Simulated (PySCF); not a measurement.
F$_{6}$Mo, charge -1, doublet, at a GFN2-xTB geometry (such geometries of metal compounds can be far from the true shape) (the multiplicity is a formal guess) (core potentials on Mo) (in this run its highest filled SCF level lies above zero, so its values depend strongly on the basis, on diffuse functions most of all). Base run: PySCF with DF-R2SCAN/def2-SVP.

The PySCF input:
```python
from pyscf import gto, scf, dft

mol = gto.M(
    atom='''
Mo   -0.00000000   -0.00000000   -0.00000000
F     1.14023768   -0.48120813   -1.45171224
F    -1.14023768    0.48120813    1.45171224
F    -1.11259570    0.74936569   -1.12227778
F    -0.93077908   -1.65515604   -0.18242930
F     0.93077908    1.65515604    0.18242930
F     1.11259570   -0.74936569    1.12227778
''',
    basis='def2-svp',
    ecp={'Mo': 'def2-svp'},
    charge=-1,
    spin=1,
    verbose=4,
)

mf = dft.UKS(mol)
mf.xc = 'r2scan'
mf = mf.density_fit(auxbasis='def2-universal-jkfit')
mf.kernel()
```

Each row names what was changed in the base input (with any setting that the change needs).

```json
[
 {"change": "base", "ΔE vs base (µEh)": "0.0", "SCF cycles": "12", "<S^2>": "0.753"},
 {"change": "init_guess = sap", "ΔE vs base (µEh)": "0.0", "SCF cycles": "21", "<S^2>": "0.753"},
 {"change": "conv_tol = 1e-6", "ΔE vs base (µEh)": "0.0", "SCF cycles": "10", "<S^2>": "0.753"},
 {"change": "conv_tol_grad = 1e-3", "ΔE vs base (µEh)": "0.0", "SCF cycles": "12", "<S^2>": "0.753"},
 {"change": "init_guess = atom", "ΔE vs base (µEh)": "0.0", "SCF cycles": "12", "<S^2>": "0.753"},
 {"change": "level_shift = 0.5 (with mf.max_cycle = 100)", "ΔE vs base (µEh)": "0.0", "SCF cycles": "22", "<S^2>": "0.753"},
 {"change": "conv_tol = 1e-7", "ΔE vs base (µEh)": "0.0", "SCF cycles": "10", "<S^2>": "0.753"},
 {"change": "conv_tol = 1e-11", "ΔE vs base (µEh)": "0.0", "SCF cycles": "15", "<S^2>": "0.753"},
 {"change": "init_guess = huckel", "ΔE vs base (µEh)": "0.0", "SCF cycles": "14", "<S^2>": "0.753"},
 {"change": "damp = 0.5; diis_start_cycle = 5", "ΔE vs base (µEh)": "0.0", "SCF cycles": "16", "<S^2>": "0.753"},
 {"change": "conv_tol = 1e-12", "ΔE vs base (µEh)": "0.0", "SCF cycles": "26", "<S^2>": "0.753"},
 {"change": "init_guess = mod_huckel", "ΔE vs base (µEh)": "0.0", "SCF cycles": "13", "<S^2>": "0.753"},
 {"change": "level_shift = 0.1 (with mf.max_cycle = 100)", "ΔE vs base (µEh)": "0.0", "SCF cycles": "11", "<S^2>": "0.753"}
]
```

Open shells are given as the SCF converged; they aren't shown to be the lowest states, and a large step between rows can be another state.
